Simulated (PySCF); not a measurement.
Ranking problems on computed properties.

Each SMILES stands for a single optimised conformer of the isolated species, non-relativistic unless stated. Electronic properties by PySCF.

Dipoles, sizes and rotational constants follow the conformer. The torsions of the flexible species, by atom-mapped SMILES:
- `[CH3:1]/[N:2]=[CH:3]/[CH2:4][N:5]([CH3:6])[GeH3:7]`: N2–C3–C4–N5 -15°, C3–C4–N5–C6 -78°
- `[CH3:1][O:2][C:3](=[O:4])[SiH2:5][CH2:6][GeH3:7]`: C1–O2–C3–O4 -1°, O2–C3–Si5–C6 29°, C3–Si5–C6–Ge7 -56°
- `[O:1]=[C:2]([O:3][SiH3:4])[CH:5]([CH2:6][F:7])[CH2:8][F:9]`: O1–C2–O3–Si4 -1°, O1–C2–C5–C6 7°, C2–C5–C6–F7 -175°, C2–C5–C8–F9 -59°
- `[CH3:1]/[N:2]=[CH:3]\[GeH2:4][N:5]([CH3:6])[CH3:7]`: N2–C3–Ge4–N5 176°, C3–Ge4–N5–C6 154°
- `[CH3:1][PH2+:2][c:3]1[cH:4][cH:5][o:6][cH:7]1`: C1–P2–C3–C4 179°
- `[NH3+:1][AlH2-:2][O:3][SiH3:4]`: N1–Al2–O3–Si4 -172°

(1) Rank by vertical ionisation energy, lowest first (ΔSCF CAM-B3LYP/def2-SVPD at PBE0-D3(BJ)/def2-SVP geometries).
A. `N(/C)=C\C[N]([GeH3])C`
B. `O=C(O[SiH3])C(CF)CF`
C. `C/N=[CH]\[GeH2][N](C)C`
D. `COC(=O)[SiH2][CH2][GeH3]`

(2) By how much do the two ends of that ranking differ?

(3) Rank by HOMO–LUMO gap, highest first (CAM-B3LYP/def2-SVPD at PBE0-D3(BJ)/def2-SVP geometries).
A. `C(F)C(C(=O)O[SiH3])CF`
B. `C/N=[CH]\[GeH2][N](C)C`
C. `COC(=O)[SiH2][CH2][GeH3]`
D. `C/N=C/C[N](C)[GeH3]`

(4) By how much do the two ends of that ranking differ?

(5) Rank by HOMO energy, highest first (CAM-B3LYP/def2-SVPD at PBE0-D3(BJ)/def2-SVP geometries).
A. `COC(=O)[SiH2][CH2][GeH3]`
B. `O=C(O[SiH3])C(CF)CF`
C. `C/N=[CH]\[GeH2][N](C)C`
D. `[N](C)(C/C=N/C)[GeH3]`

(6) Give the two extremes of that set in hartree.

(7) Rank by smallest rotational constant, highest first (PBE0-D3(BJ)/def2-SVP).
A. `[NH3+][AlH2-][O][SiH3]`
B. `[CH](/[GeH2][N](C)C)=N/C`
C. `C/N=C/C[N](C)[GeH3]`
D. `C[PH2+]C1=COC=C1`
E. `O=C(O[SiH3])C(CF)CF`

(8) Rank by static isotropic polarisability, lowest first (CAM-B3LYP/def2-SVPD at PBE0-D3(BJ)/def2-SVP geometries).
A. `O=C(O[SiH3])C(CF)CF`
B. `COC(=O)[SiH2][CH2][GeH3]`
C. `C/N=C/C[N](C)[GeH3]`
D. `C/N=[CH]\[GeH2][N](C)C`

## Answers

(1) A (7.99 eV), C (8.15 eV), D (9.92 eV), B (10.92 eV).

(2) By 2.93 eV, between `O=C(O[SiH3])C(CF)CF` and `C/N=C/C[N](C)[GeH3]`.

(3) A (10.70 eV), C (9.65 eV), D (8.44 eV), B (7.93 eV).

(4) By 2.77 eV, between `O=C(O[SiH3])C(CF)CF` and `C/N=[CH]\[GeH2][N](C)C`.

(5) D (-7.45 eV), C (-7.56 eV), A (-9.19 eV), B (-10.14 eV).

(6) `O=C(O[SiH3])C(CF)CF`: -0.373 Eh; `C/N=C/C[N](C)[GeH3]`: -0.274 Eh.

(7) A (1.629 GHz), D (1.138 GHz), C (0.931 GHz), B (0.856 GHz), E (0.640 GHz).

(8) A (81.1 au), C (97.0 au), D (98.9 au), B (101.5 au).
